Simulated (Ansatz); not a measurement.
Cost and result for the atomization energy of C3H9Cl3GeO3Si (`C[O][Ge]([O]C)([O]C)[Si](Cl)(Cl)Cl`) (20 atoms, 19 bonds).

```tsv
atom	x (Å)	y (Å)	z (Å)
C1	2.1751	-1.7215	0.4471
O2	0.8200	-1.7343	0.0437
Ge3	-0.0079	-0.2198	-0.2867
O4	-1.6578	-0.6091	-0.7500
C5	-2.5278	-1.2117	0.1876
O6	0.7726	0.5167	-1.6784
C7	0.3109	1.7608	-2.1664
Si8	0.0443	1.2421	1.6227
Cl9	-0.1099	0.1609	3.3464
Cl10	-1.5063	2.5663	1.5428
Cl11	1.7949	2.2900	1.6649
H12	2.3184	-1.1861	1.3941
H13	2.8201	-1.2693	-0.3129
H14	2.4840	-2.7577	0.5953
H15	-3.4884	-1.3659	-0.3068
H16	-2.1494	-2.1811	0.5272
H17	-2.6959	-0.5728	1.0638
H18	0.9291	2.0271	-3.0255
H19	0.4074	2.5582	-1.4189
H20	-0.7334	1.7072	-2.4899
```

Total charge 0; spin multiplicity 1. Correlated methods include outer-core shells of Ge, which these sets cover unevenly. Scalar relativity is left out up to krypton. Geometry: relaxed with PBE0-D4/def2-TZVP. It is one conformer, not always the lowest. Program: Ansatz. All runs use 4 threads of an AMD EPYC 7R13 on a shared host and a share of an NVIDIA H100 80 GB. Times are those of one run each, without the atoms' runs, and a repeat can differ threefold. Electronic energies, without spin–orbit coupling; frozen cores. CCSD(T)/CBS adds CCSD(T) − MP2 in def2-TZVPP to the MP2 limit, and its time is that of the two runs behind it. T1 = 0.012. With those shells the extrapolation isn't a true limit. B3LYP takes the VWN-RPA correlation (the form of Gaussian; ORCA's B3LYP/G).

CCSD(T)/CBS is a level of theory with its own doubt, some kJ/mol a heavy atom from the limit and from the frozen cores, so smaller differences don't rank the functionals.

| level | functions | wall time | atomization (kJ/mol) | difference from CCSD(T)/CBS | per bond |
| --- | --- | --- | --- | --- | --- |
| B2PLYP/def2-TZVPP | 528 | 15 s | 7326.6 | -138.5 | -7.3 |
| ωB97X-V/def2-TZVPP | 528 | 17 s | 7479.9 | 14.8 | 0.8 |
| ωB97M-V/def2-TZVPP (with forces) | 528 | 17 s | 7462.6 | -2.5 | -0.1 |
| MP2/def2-QZVPP | 981 | 19 s | 7575.1 | 110.0 | 5.8 |
| r2SCAN-D4/def2-TZVPP (with forces) | 528 | 19 s | 7486.1 | 21.0 | 1.1 |
| B3LYP-D4/def2-TZVPP (with forces) | 528 | 19 s | 7398.5 | -66.6 | -3.5 |
| PBE0-D4/def2-TZVPP | 528 | 23 s | 7450.8 | -14.3 | -0.8 |
| PBE-D4/def2-TZVPP (with forces) | 528 | 30 s | 7605.2 | 140.1 | 7.4 |
| CCSD(T)/def2-TZVPP | 528 | 3.4 min | 7257.6 | -207.5 | -10.9 |
| CCSD(T)/CBS(def2) | – | 3.7 min | 7465.1 | 0.0 | 0.0 |

The D4 term adds +117.5 kJ/mol with B3LYP and +64.9 kJ/mol with PBE0; it sums over pairs of atoms, weighted by their polarisabilities, and B3LYP, whose exchange is more repulsive, gets the larger term. In def2-TZVPP, CCSD(T) changes the Hartree–Fock value by +1963.2 kJ/mol (the triples alone add +137.1 kJ/mol) and MP2 by +2158.6 kJ/mol; breaking electron pairs costs correlation energy, which Hartree–Fock lacks. From PBE to PBE0 (25 % exact exchange), in def2-TZVPP and without D4, the atomization energy moves by −145.7 kJ/mol: exact exchange takes away binding that semilocal exchange gives to molecules.
